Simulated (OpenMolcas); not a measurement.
Au6+ among 6 point charges of -1.5 e arranged as a tetragonal octahedron (D4h), 1.9 Å from the ion, with the axial distance 1.558 Å.

| Property | Result |
| --- | --- |
| Program | OpenMolcas 26.06 |
| Method | SS-CASPT2, IPEA 0.25 Eh, imaginary shift 0.1 Eh (closed shells correlated: 5s 5p) |
| Basis | ANO-RCC-VDZP [7s6p4d2f] |
| Scalar Hamiltonian | DKH2, point nucleus |
| Active space | 5 electrons in 5 orbitals (5d) |
| State averaging | 2S+1 = 6 even, 1 root; 2S+1 = 4 even, 24 roots; 2S+1 = 2 even, 75 roots |
| Spin-orbit coupling | RASSI with atomic mean-field integrals over the reference wave functions |

(1) What is the spin-free ground state (labels of D4, the rotations of D4h)?

(2) What are the lowest two levels with spin-orbit coupling?

(3) What is χT at 300 K?

Results:

(1) 6A1, 1-fold in its orbital part, 100 % from free-ion S terms; it has the highest spin that d5 allows.

(2) A 2-fold level E3/2 with g = 1.45, 1.45, 8.62, then a 2-fold level E3/2 630 cm-1 above it. Their leading multiplicities are 6 (66 %) and 6 (70 %).

(3) 3.12 cm3 K/mol.

Spin-orbit coupling mixes the spin-free states strongly: the lowest level takes only 66 % from its leading state, 6A1. Point charges give a weaker field than real ligands, and real ions of this kind are as a rule low spin; the high spin found here belongs to the model. Free-ion shares, where given, are those of the reference states; single-state CASPT2 does not remix them. This is an electrostatic model: the charges have no orbitals. No measured value stands beside these numbers.
